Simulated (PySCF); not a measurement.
Structure from NMR data

The spectra below were simulated for a compound C₇H₁₀O.

¹H NMR (400 MHz, computed): δ 6.32 (d, 1H), 6.12 (m, 1H), 5.35 (m, 1H), 5.27 (m, 1H), 4.86 (m, 1H), 4.77 (m, 1H), 3.74 (m, 1H), 1.27 (d, 3H).

¹³C{¹H} NMR (computed): δ 153.7 (CH), 149.4 (CH), 121.5 (CH2), 107.5 (CH), 82.5 (CH), 56.6 (CH), 20.4 (CH3).

Computed data (PySCF 2.14.0 with density-fitted response routines): geometry: GFN2-xTB, shielding tensors at PBE0/pcSseg-1 (GIAO). Equivalent nuclei averaged, a single conformation, no solvent model, non-relativistic.

References, each an isolated molecule treated in the same way: TMS for ¹H (31.72 ppm), ¹³C (186.93 ppm).

Which candidate is it?
A. CCCc1ccoc1
B. C=C[C@@H]1C=CO[C@@H]1C
C. C=CC(C)(C=C)C=O
D. C=C[C@@]12CCC[C@@H]1O2

## Answers

B. 

- The formula gives 3 degrees of unsaturation (1 ring in the answer).
- 7 carbon signals for 7 carbons: no two carbons are equivalent.
- Carbon types of the structure: 5 × CH, 1 × CH2, 1 × CH3, which accounts for all hydrogens.
- δC 153.7: alkene carbon bearing oxygen; an sp2 carbon further deshielded by the attached heteroatom.
- δC 149.4: alkene CH; an sp2 carbon of a C=C bond.
- δC 121.5: terminal =CH2 carbon; as expected for a trigonal carbon in a double bond.
- δC 107.5: β carbon of an enol-ether or enamine type C=C; the O or N lone pair pushes π density onto this β carbon and shields it.
- δC 82.5: sp3 CH bonded to O; deshielded by the electronegative neighbour.

The others: CCCc1ccoc1 would give 6 signals for carbon-bound and other non-exchanging H, not 8; C=C[C@@]12CCC[C@@H]1O2 would give 10 signals for carbon-bound and other non-exchanging H, not 8; C=CC(C)(C=C)C=O would give 5 carbon signals, not 7.

Shifts are as computed. Against solution values, carbons near 30 ppm lie about +3 ppm off and those near 130 ppm about +5 ppm (rms about the fit 2.1 ppm; single classes can miss by 10 ppm). Of 1328 compounds with measured shifts, 309 miss one by over three times the rms of a fit or turn the order of signals round; such compounds aren't used in these exercises. Signals without a measured value on file couldn't be tested in this way; 1H shifts scatter by 0.2 ppm about their fit, and single ones miss by 0.5 ppm. Multiplicities follow the n + 1 count of equivalent neighbours, as no J values were calculated; m marks all less simple cases, F and P coupling included.
